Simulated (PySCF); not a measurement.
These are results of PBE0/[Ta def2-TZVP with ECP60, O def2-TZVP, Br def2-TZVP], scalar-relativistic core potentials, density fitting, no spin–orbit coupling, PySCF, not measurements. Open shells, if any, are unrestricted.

**Question.** What spin state, shape and geometry does isolated TaOBr take (every ligand bound to Ta)?

**Answer.** Formally Ta is in oxidation state +3, d2, with 2 unpaired electrons (the high-spin count). The Mulliken spin on Ta is 2.15. The polar-tensor charge on Ta, 1.29, is far below the formal one. The lowest minimum found is a triplet of Cs symmetry with Ta–Br 2.463 Å, Ta–O 1.700 Å; Br–Ta–O 115.9°. Its harmonic wavenumbers are 142 (a'), 260 (a'), 1021 (a') cm⁻¹ and its dipole moment is 3.48 D.

Other isomers or separated fragments may lie lower. Other spin states or occupations of the open shell can lie lower. Spin–orbit coupling, left out here, can matter for elements this heavy.
